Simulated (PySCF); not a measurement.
A structure optimised at PBE0-D3(BJ)/def2-SVP, used in a PySCF frequency run:

```
Al
O 1 1.6855
H 2 0.9585 1 126.44
Cl 1 2.0803 2 117.65 3 180.00
Br 1 2.2383 2 122.32 3 0.00
```

### Question
Write its SMILES, formula and point group.

### Answer
[OH][Al]([Cl])[Br], AlBrClHO, Cs

### Question
What are its rotational constants (standard atomic weights)?

### Answer
4.2514, 1.3460, 1.0223 GHz
